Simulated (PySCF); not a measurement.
**Zr²⁺: ionisation energy**

Zr²⁺ [Kr] 4d2 (3F) → Zr³⁺ [Kr] 4d1 (2D), as a difference of total energies. Calculation: PySCF 2.14, in aug-cc-pVDZ-PP with ECP28MDF (5s5p4d2f, 54 functions); scalar relativity through the core potential. Correlated levels: valence: 4s2 4p6 frozen. The calculations carry no spin-orbit coupling.

| method | ionisation energy (eV) |
| --- | --- |
| UHF | 22.369 |
| BP86 | 23.398 |
| M06-2X | 23.042 |
| MP2 (valence) | 22.428 |
| SCS-MP2 (valence) | 22.389 |

Question: How much does correlation contribute at MP2 (valence)?

Answer: 22.428 − (22.369) = 0.059 eV, measured against UHF.

The reference lies between the lowest fine-structure levels, while these numbers refer to the centres of the terms.

Errors of the correlated levels include the incompleteness of this basis and the frozen core.

For comparison: 23.170 eV (semi-empirical (NIST evaluation); NIST Atomic Spectra Database, ionization energies).
